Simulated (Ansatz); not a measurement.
Gas-phase electronic energies from Ansatz, PBE0-D4/def2-TZVP geometries. CCSD(T)/CBS adds triple-zeta CCSD(T) − MP2 to the extrapolated MP2 energy (def2 sets, frozen cores). DFT in def2-TZVPP. B3LYP here is the variant with VWN-RPA as its local correlation; programs differ in this. Elements past krypton have def2 core potentials. For Ge, Sn outer-core shells are correlated without core-valence functions, which leaves a few kJ/mol of doubt a bond. Scalar relativity is left out up to krypton. One conformer a species, not always the lowest.

`[Cl][SnH2][GeH3]` + silanol → `[SiH3][O][SnH2][Cl]` + GeH₄  (cleavage of the Sn–Ge bond)

CCSD(T)/CBS gives +4.9 kJ/mol.

**Question.** Another level gave +6.9 kJ/mol. Which?
A. HF/def2-TZVPP
B. CAM-B3LYP-D4/def2-TZVPP
C. B3LYP-D4/def2-TZVPP
D. revPBE-D4/def2-TZVPP

**Answer.** C. B3LYP-D4 6.9, HF/def2-TZVPP -5.4, revPBE-D4 12.8, CAM-B3LYP-D4 1.3 kJ/mol.

Largest T1 diagnostic among the species: 0.013.

From BLYP to BHLYP (50 % exact exchange), in def2-TZVPP and without D4, ΔE moves by −4.9 kJ/mol. In def2-TZVPP, CCSD(T) changes the Hartree–Fock value by +8.1 kJ/mol (the triples alone add −0.9 kJ/mol) and MP2 by +10.2 kJ/mol. Leaving LDA and LC-ωPBE aside and taking each functional with its dispersion term where it has one, the values, not all of them listed here, spread over 26.6 kJ/mol, from B97M-V to HSE06-D4.
